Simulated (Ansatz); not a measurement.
B2H4S2 (`BSBS`), 8 atoms. Total charge 0; spin multiplicity 1. All runs use 2 threads of an Intel Xeon Platinum 8124M on a shared host. Correlated methods freeze the cores.

Problem. How many basis functions does each run have, and how long does it take in Ansatz? RKS HSE06 (plane-wave form)-D4/def2-TZVPP energy; RKS ωB97M-V/def2-QZVPP energy; RHF-CCSD(T)/def2-SVP energy; RKS PBE0-D4/def2-TZVP frequencies; RKS revPBE-D4/def2-TZVPP energy; RHF-CCSD(T)/def2-TZVPP energy; RKS B2PLYP (frozen core)/def2-TZVPP energy; RKS PBE0-D4/def2-TZVP relaxation (5 steps); RHF-MP2/def2-QZVPP energy; RKS ωB97M-V/def2-SVP energy; RKS PBE0-D4/def2-QZVPP energy; direct RPA on PBE orbitals/def2-TZVPP energy. (Best estimate.)

Solution. Ansatz gave: Other jobs shared the machine, so times are rough.

```json
{"level": "RKS revPBE-D4/def2-TZVPP", "job": "energy", "functions": "202", "wall time": "1.9 s", "peak host memory (GiB)": "0.25"}
{"level": "RHF-CCSD(T)/def2-SVP", "job": "energy", "functions": "84", "wall time": "2 s", "peak host memory (GiB)": "0.38"}
{"level": "RKS HSE06 (plane-wave form)-D4/def2-TZVPP", "job": "energy", "functions": "202", "wall time": "3.1 s", "peak host memory (GiB)": "0.45"}
{"level": "RKS ωB97M-V/def2-SVP", "job": "energy", "functions": "84", "wall time": "3.5 s", "peak host memory (GiB)": "0.38"}
{"level": "direct RPA on PBE orbitals/def2-TZVPP", "job": "energy", "functions": "202", "wall time": "3.7 s", "peak host memory (GiB)": "0.38"}
{"level": "RKS B2PLYP (frozen core)/def2-TZVPP", "job": "energy", "functions": "202", "wall time": "4.4 s", "peak host memory (GiB)": "0.42"}
{"level": "RKS PBE0-D4/def2-QZVPP", "job": "energy", "functions": "374", "wall time": "9 s", "peak host memory (GiB)": "1.1"}
{"level": "RHF-MP2/def2-QZVPP", "job": "energy", "functions": "374", "wall time": "15 s", "peak host memory (GiB)": "1.6"}
{"level": "RKS PBE0-D4/def2-TZVP", "job": "relaxation (5 steps)", "functions": "160", "wall time": "16 s", "peak host memory (GiB)": "0.36"}
{"level": "RKS ωB97M-V/def2-QZVPP", "job": "energy", "functions": "374", "wall time": "18 s", "peak host memory (GiB)": "1.2"}
{"level": "RHF-CCSD(T)/def2-TZVPP", "job": "energy", "functions": "202", "wall time": "35 s", "peak host memory (GiB)": "2.4"}
{"level": "RKS PBE0-D4/def2-TZVP", "job": "frequencies", "functions": "160", "wall time": "89 s", "peak host memory (GiB)": "0.38"}
```
